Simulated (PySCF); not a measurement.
From results back to the method.

Species: C4H3BCl2.
Cartesian coordinates in Å at the PBE0-D3(BJ)/def2-SVP level; atoms count from 1:
```xyz
10
C4H3BCl2 angstrom
C     -2.367   -0.074   -0.149
C     -1.270   -0.841   -0.052
C      0.050   -0.325   -0.078
C      1.198    0.101   -0.098
B      2.603    0.638   -0.124
Cl     3.974   -0.437    0.062
Cl     2.894    2.352   -0.342
H     -2.294    1.011   -0.256
H     -3.365   -0.518   -0.122
H     -1.370   -1.928    0.055
```

The closed-shell ground state was solved 3 times with PySCF (density fitting, gas phase), always with PBE0, in these basis sets: 6-31G*, STO-3G and def2-SVP.

| row | total energy (Eh) | HOMO (eV) | LUMO (eV) | dipole (D) |
| --- | --- | --- | --- | --- |
| P | -1098.9259 | -7.55 | -2.42 | 3.47 |
| Q | -1098.5536 | -7.66 | -2.45 | 2.98 |
| R | -1086.7979 | -6.14 | -0.48 | 3.62 |

Q: Which basis belongs to which row?

A: P = 6-31G*, Q = def2-SVP, R = STO-3G. From the lowest total energy up: 6-31G* (112 functions) 0 eV; def2-SVP (121 functions) +10.13 eV; STO-3G (46 functions) +330.02 eV.
